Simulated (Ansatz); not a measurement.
The molecule MgS, closed-shell singlet (the spin of the measured ground state).

D_e counts from the fitted minimum to each atom's lowest state at the same level, without counterpoise. The singlet is restricted.

Correlated levels freeze the inner cores; with def2 sets outer-core shells near the valence are correlated too.

Programs: Ansatz (Gaussian basis) for Hartree–Fock, density functionals and correlated methods. Values without a source in brackets are computed.

Question: Give the bond energy D_e at the level BHLYP/def2-TZVPP.

Answer: 1.66 eV

Question: Estimate the bond energy D_e that CCSD(T)/def2-QZVPP returns for this input.

Answer: 2.14 eV

Question: What is the computed bond energy D_e (B97M-V/def2-TZVPP)?

Answer: 2.34 eV

Doubts at one or more of the structures used: a restricted determinant that unrestricted orbitals would lower (CCSD(T)/def2-QZVPP).

Ansatz is a program for electronic structure.
